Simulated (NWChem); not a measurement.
A series in which one site is exchanged, each optimised at PBE0/def2-SVP with NWChem, gas phase unless a solvent is named. Some are not confirmed as minima by frequencies. def2 effective core potentials on Hf; no spin-orbit coupling.

A: [O]([SiH3])[HfH3] (HfSiH6O; site = Hf)
B: [SiH3]O[SiH3] (Si₂H₆O; site = Si)
C: [O]([SiH3])[GeH3] (GeSiH$_{6}$O; site = Ge)

Task: Rank them by lowest singlet excitation, PBE0/def2-SVPD, TDA (eV), lowest first.

Result: A (4.55), C (6.64), B (6.97)
